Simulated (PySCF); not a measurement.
Order these species by their calculated properties.

Species are written as SMILES; each is one conformer at its optimised geometry, gas phase, non-relativistic unless stated. Electronic properties by PySCF.

Dipoles, sizes and rotational constants follow the conformer. The torsions of the flexible species, by atom-mapped SMILES:
- `[CH2:1]=[CH:2][CH2:3][C@H:4]([SiH3:5])/[C:6]([F:7])=[CH:8]/[F:9]`: C1–C2–C3–C4 112°, C2–C3–C4–Si5 -172°, C3–C4–C6–F7 60°
- `[CH3:1][O:2][c:3]1[n:4][cH:5][p:6][cH:7][c:8]1[CH:9]=[O:10]`: C1–O2–C3–N4 0°, C7–C8–C9–O10 0°
- `[CH2:1]=[CH:2][c:3]1[n:4][n:5]([CH3:6])[n:7][c:8]1[CH3:9]`: C1–C2–C3–N4 2°
- `[CH3:1][C:2](=[O:3])[c:4]1[n:5][cH:6][s:7][n:8]1`: C1–C2–C4–N5 6°
- `[O:1]=[C:2]([Cl:3])[c:4]1[cH:5][cH:6][cH:7][cH:8][c:9]1[Cl:10]`: O1–C2–C4–C5 180°
- `[CH2:1]=[C:2]([C:3]#[N:4])[CH2:5][SiH3:6]`: C1–C2–C5–Si6 99°
- `[CH3:1][C@@H:2]1[C@H:3]([CH2:4][F:5])[C@@:6]1([CH3:7])[S:8](=[O:9])(=[O:10])[O-:11]`: C2–C3–C4–F5 81°, C3–C6–S8–O9 158°
- `[CH3:1][CH2:2][c:3]1[cH:4][c:5]([CH3:6])[n:7][n:8][n:9]1`: C1–C2–C3–C4 -85°
- `[CH3:1][c:2]1[n:3][nH:4][n:5][c:6]1[CH:7]1[CH2:8][CH2:9]1`: N5–C6–C7–C8 -35°

The conformers of `COC[SiH]1SCCS1` aren't listed.

Task: Rank by HOMO energy, highest first (PBE0/pcSseg-1 at GFN2-xTB geometries).
A. `C=CC[C@H]([SiH3])/C(F)=C/F`
B. `CC(=O)c1ncsn1`
C. `COC[SiH]1SCCS1`
D. `C=CC1=NN(C)N=C1C`
E. `COC1=C(C=O)C=PC=N1`
F. `CC1=NN=NC(C)=C1C`

Result: D (-6.52 eV), F (-6.74 eV), C (-6.92 eV), A (-7.02 eV), E (-7.20 eV), B (-7.62 eV).

Task: Rank by smallest rotational constant, lowest first (GFN2-xTB).
A. `C[C@@H]1[C@H](CF)[C@@]1(C)S(=O)(=O)[O-]`
B. `O=C(Cl)c1ccccc1Cl`
C. `C=C(C#N)C[SiH3]`
D. `F/C=C(\F)[C@H](CC=C)[SiH3]`

Result: B (0.534 GHz), A (0.600 GHz), D (0.666 GHz), C (1.498 GHz).

Task: Rank by HOMO–LUMO gap, highest first (PBE0/pcSseg-1 at GFN2-xTB geometries).
A. `CCc1cc(C)nnn1`
B. `Cc1nnnc(C)c1C`
C. `COC[SiH]1SCCS1`
D. `COC1=C(C=O)C=PC=N1`
E. `C=CC[C@H]([SiH3])/C(F)=C/F`
F. `C=Cc1nn(C)nc1C`

Result: E (7.08 eV), C (6.64 eV), F (5.78 eV), B (5.32 eV), A (5.20 eV), D (4.75 eV).

Task: Rank by dipole moment, highest first (PBE0/pcSseg-1 at GFN2-xTB geometries).
A. `CCc1cc(C)nnn1`
B. `C=Cc1nn(C)nc1C`
C. `Cc1nnnc(C)c1C`
D. `COc1ncpcc1C=O`
E. `n1[nH]nc(C2CC2)c1C`
F. `CC(=O)C1=NSC=N1`
G. `[SiH3][C@@H](CC=C)/C(=C/F)F`

Result: C (6.01 D), A (5.41 D), F (4.44 D), D (3.57 D), G (2.60 D), E (0.75 D), B (0.46 D).
